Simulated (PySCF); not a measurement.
As$_{4}$, charge +1, doublet, at a GFN2-xTB geometry of the parent state (a state made from the parent by changing its charge; the spin is typed, not shown lowest).

Input for PySCF:
```python
from pyscf import gto, scf, dft

mol = gto.Mole()
mol.atom = '''
    As   -0.988186    0.085698   -1.072950
    As    0.663388    1.292591    0.155566
    As    0.992287   -1.019895   -0.332051
    As   -0.667489   -0.358394    1.249436
'''
mol.basis = 'pcseg-1'
mol.charge = 1
mol.spin = 1
mol.verbose = 5
mol.build()

mf = dft.UKS(mol)
mf.xc = 'm062x'
mf = mf.density_fit(auxbasis='def2-universal-jkfit')
mf.kernel()
mf.analyze()
```

**Question.** What does this run give for the number of basis functions, total energy, nuclear repulsion energy, <S^2>, HOMO energy?

**Answer.** 
The number of basis functions is 108. The total energy comes out as -8942.3179 Eh and the nuclear repulsion energy comes out as 1449.0691 Eh. The <S^2> is 0.761 and the HOMO energy is -13.78 eV.

These values belong to the state on which the SCF converged, which isn't shown to be the lowest.

**Question.** Roughly what does it cost on one core?

**Answer.** very roughly 90 core-seconds.
